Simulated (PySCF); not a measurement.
C2H6Si, charge -1, doublet, geometry from GFN2-xTB (a state made from the parent by changing its charge; the spin is typed, not shown lowest).

The PySCF input:
```python
from pyscf import gto, scf, mp

mol = gto.M(
    atom='''
Si   -0.252154    0.114819    0.678177
C     0.749586    1.260042   -0.459012
H     0.937025    2.212597    0.046029
H     0.231315    1.495635   -1.399976
H     1.731315    0.846503   -0.732357
C    -0.415417   -1.412207   -0.439747
H     0.554275   -1.853356   -0.712893
H    -0.945725   -1.204224   -1.380512
H    -0.983059   -2.191635    0.077780
''',
    basis='def2-sv(p)',
    charge=-1,
    spin=1,
    verbose=4,
    cart=True,
)

mf = scf.UHF(mol)
mf.kernel()

pt = mp.MP2(mf)
pt.kernel()
print('E(MP2) = %.10f' % pt.e_tot)
mf.analyze()
```

Task: What is the computed number of basis functions (PySCF with MP2/def2-SV(P))?

Result: 61

Task: Estimate the MP2 correlation energy that MP2/def2-SV(P) returns for this input.

Result: -0.3627 Eh

Task: Predict the total energy from MP2/def2-SV(P).

Result: -368.3050 Eh

Task: Predict the nuclear repulsion energy from MP2/def2-SV(P).

Result: 97.0660 Eh

Task: Give the SCF-reference <S^2> at the level MP2/def2-SV(P).

Result: 0.776

Task: What is the computed SCF-reference HOMO energy (MP2/def2-SV(P))?

Result: -0.40 eV

These values belong to the state on which the SCF converged, which isn't shown to be the lowest.
